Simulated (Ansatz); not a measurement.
Calculated with Ansatz (gas phase, PBE0-D4/def2-TZVP geometries, no zero-point term in ΔE). CCSD(T)/CBS is the MP2 limit (def2-TZVPP, def2-QZVPP) plus CCSD(T) − MP2 in def2-TZVPP, frozen cores. This one scheme is used for every species. Elements past krypton have def2 core potentials. For Sn outer-core shells are correlated without core-valence functions, which leaves a few kJ/mol of doubt a bond. One conformer a species, not always the lowest.

`[BH2][SnH2][OH]` + NH₃ → `[NH2][SnH2][OH]` + BH₃  (cleavage of the Sn–B bond)

`[BH2][SnH2][OH]`:

```xyz
8

B    -0.107   -1.318    0.877
Sn   -0.062    0.226   -0.754
O     0.737    1.915   -0.102
H     0.123   -1.019    2.010
H    -0.376   -2.455    0.630
H    -1.638    0.600   -1.325
H     0.945   -0.141   -2.080
H     0.380    2.193    0.744
```

NH₃:

Cartesian coordinates in Å:
```
N 0.264 -0.080 -0.059
H -0.268 -0.828 0.369
H 0.243 0.704 0.582
H -0.238 0.204 -0.891
```

`[NH2][SnH2][OH]`:

```xyz
8

N    -0.748    1.005    0.876
Sn   -0.085   -0.474   -0.311
O     1.503    0.284   -1.188
H    -1.754    1.075    0.945
H    -0.355    1.037    1.806
H    -1.280   -0.751   -1.493
H     0.458   -1.872    0.521
H     2.260   -0.305   -1.156
```

BH₃:

Cartesian coordinates in Å:
```
B 0.000 0.000 0.000
H 1.083 -0.342 0.367
H -0.620 -0.688 -0.753
H -0.463 1.030 0.386
```

```
          species  CCSD(T)/CBS(def2) energy (Eh)
`[BH2][SnH2][OH]`                     -316.96213
              NH₃                      -56.50880
`[NH2][SnH2][OH]`                     -346.92092
              BH₃                      -26.55200
```

(1) Work out ΔE.

Largest T1 diagnostic among the species: 0.014.

## Answers

(1) ΔE = (-346.92092) + (-26.55200) − (-316.96213) − (-56.50880) = -0.00199 Eh = -5.2 kJ/mol.

In def2-TZVPP, CCSD(T) changes the Hartree–Fock value by +9.4 kJ/mol (the triples alone add −0.4 kJ/mol) and MP2 by +4.4 kJ/mol. Leaving LDA and LC-ωPBE aside and taking each functional with its dispersion term where it has one, the values, not all of them listed here, spread over 12.6 kJ/mol, from CAM-B3LYP-D4 to PBE-D4. LDA lies +3.3 kJ/mol from PBE without D4. From BLYP to BHLYP (50 % exact exchange), in def2-TZVPP and without D4, ΔE moves by −4.4 kJ/mol.
